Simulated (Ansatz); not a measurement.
```yaml
crystal:
  periodic: [false, false, false]
  atoms:
    - {symbol: In, position_ang: [0.000044, -0.000352, 0.000031]}
    - {symbol: F, position_ang: [-0.038362, -0.020109, 4.160882]}
    - {symbol: F, position_ang: [0.038291, 0.020731, -4.160786]}
    - {symbol: F, position_ang: [4.160550, 0.011409, 0.038454]}
    - {symbol: F, position_ang: [-4.160442, -0.011040, -0.038539]}
    - {symbol: F, position_ang: [-0.012003, 4.160678, 0.020176]}
    - {symbol: F, position_ang: [0.011923, -4.161317, -0.020219]}
basis:
  gaussian: {orbitals: def2-SVPD}
total_charge: -3
hamiltonian: {xc: {name: PBEsol}}
scf: {omitted_lower_state_checks: [starts]}
output: {forces: true}
```

```sh
$ ansatz run in.yaml --threads 4 --pin off --events-out ev --progress --plain --max-ram 4787MiB
```

It prints (some lines left out):

```
Functional definition: PBEsol
1463 factors; their error is unknown
mean field evaluation 1: about -21376.7367 eV, gradient 8.2e1 eV
mean field evaluation 2: about -21319.2206 eV, gradient 1.8e2 eV
mean field evaluation 4: about -21316.1160 eV, gradient 1.7e2 eV
mean field evaluation 8: about -21387.3741 eV, gradient 2.0e-2 eV
mean field evaluation 16: about -21387.3992 eV, gradient 1.7e0 eV
mean field evaluation 32: about -21387.4298 eV, gradient 3.3e0 eV
mean field evaluation 64: about -21387.4689 eV, gradient 1.1e-2 eV
mean field -21387.46893418 eV, -785.9749863839 hartree, gradient 9.9e-9 eV, S^2 0.000000; 0 other end points of the search recorded, 0 dependent functions left out
reference -21387.46899756 eV, -785.9749887131 hartree; 39, 39 occupied and 131, 131 virtual orbitals, 1463 factors
Total energy: -21387.46899756 eV, -785.9749887131 hartree
Atom 0 at     0.000044    -0.000352     0.000031 Å, force    -0.000044     0.000238    -0.000038 eV/Å
Atom 1 at    -0.038362    -0.020109     4.160882 Å, force    -0.001696     0.001224     0.028247 eV/Å
Atom 2 at     0.038291     0.020731    -4.160786 Å, force     0.001718    -0.001375    -0.028244 eV/Å
Atom 3 at     4.160550     0.011409     0.038454 Å, force     0.028134     0.001489    -0.001166 eV/Å
Atom 4 at    -4.160442    -0.011040    -0.038539 Å, force    -0.028133    -0.001634     0.001184 eV/Å
Atom 5 at    -0.012003     4.160678     0.020176 Å, force     0.001394     0.028280     0.001601 eV/Å
Atom 6 at     0.011923    -4.161317    -0.020219 Å, force    -0.001373    -0.028221    -0.001585 eV/Å
Dipole moment:     0.000064    -0.000593     0.000042 e Å
Checks for a lower state left out: starts
```

Task: What is wrong with this run?

Result: The coordinates are in bohr but typed as ångström. Self-consistency was reached. The result belongs to that input, not to the species as meant.
